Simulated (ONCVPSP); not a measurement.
**Transferability test, ONCV potential for Xe**

- Element: Xe (Z = 54)
- Generator: ONCVPSP 4.0.1
- Type: optimised norm-conserving Vanderbilt (ONCV)
- Functional: PBE
- Relativity: fully relativistic
- Frozen core: [Ar] 3d10
- Valence charge: 26
- Reference configuration: 4s2 4p6 4d10 5s2 5p6
- Partial waves: 4s+5s: rc 1.10 bohr, ncon 4, nbas 8, qcut 14 1/bohr, 2 projectors; 4p+5p: rc 1.40 bohr, ncon 5, nbas 9, qcut 9.5 1/bohr, 2 projectors; 4d: rc 0.80 bohr, ncon 3, nbas 8, qcut 11.1 1/bohr, 1 projector
- Local potential: polynomial inside 0.70 bohr (lpopt 5, dvloc0 1 Ha)
- Core correction: Teter function fitted to the true core (icmod 2), fcfact 0.3

Open shells are filled in proportion to 2j + 1.

Energies are relative to the spin-unpolarised reference configuration 4s2 4p6 4d10 5s2 5p6; without spin polarisation the order of configurations can differ from experiment.

```
valence configuration  charge  ΔE all-electron (eV)  error AE − PS (meV)
 4s2 4p6 4d10 5s2 5p3      +3                66.119                 +0.3
  4s2 4p6 4d9 5s2 5p6      +1                67.647                  +29
```

Q: What are ΔE and the potential's error for 4s2 4p6 4d10 5s2 5p5?

A: ΔE = 12.570 eV all-electron; the error (AE − PS) is +0.4 meV.

Q: What are ΔE and the potential's error for 4s2 4p6 4d10 5s2 5p4?

A: ΔE = 34.356 eV all-electron; the error (AE − PS) is +0.7 meV.

Note: no bound ghost flagged; GHOST(+) flagged for s at 107.8 eV.
